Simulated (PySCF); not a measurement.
Cl4Te, SMILES Cl[Te+](Cl)(Cl)Cl, charge +1, multiplicity 2. The structure is a stationary point at PBE-D3(BJ)/def2-SVP. The def2 effective core potentials stand for the cores of Te; spin–orbit coupling is left out.

Computed equilibrium geometry at PBE-D3(BJ)/def2-SVP (PySCF confirms it by a frequency run) as Cartesian coordinates in Å, and its point group:
point group Td.
```xyz
5

Te     0.0000     0.0000     0.0000
Cl     1.3736    -1.3736     1.3736
Cl    -1.3736    -1.3736    -1.3736
Cl    -1.3736     1.3736     1.3736
Cl     1.3736     1.3736    -1.3736
```
Charge +1, spin multiplicity 2.
